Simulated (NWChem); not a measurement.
**HGeI**

```xyz
3

Ge    -1.0606     1.1590     0.0000
H      0.0767     2.2834     0.0000
I      0.6389    -0.7429     0.0000
```
Charge 0, spin multiplicity 1.

Program: NWChem. All single points use one geometry, from PBE0/def2-SVP with def2 effective core potentials on I, a minimum by its harmonic frequencies.

Symmetry labels belong to the abelian group Cs used in the runs, with the axes of the coordinates shown.

Effective core potentials replace the inner electrons of I; spin-orbit coupling is left out. The structure started from a generated list of species.

Question: List the lowest 4 singlet excitations that TD-PBE/def2-SVPD with def2 effective core potentials on I gives, with oscillator strengths.

Answer: 
```json
[
 {"state": "1", "symmetry": "a\"", "energy (eV)": "2.12", "wavelength (nm)": "586", "f": "0.002"},
 {"state": "2", "symmetry": "a\"", "energy (eV)": "3.36", "wavelength (nm)": "370", "f": "0.005"},
 {"state": "3", "symmetry": "a'", "energy (eV)": "3.72", "wavelength (nm)": "334", "f": "0.037"},
 {"state": "4", "symmetry": "a\"", "energy (eV)": "4.32", "wavelength (nm)": "287", "f": "0.000"}
]
```
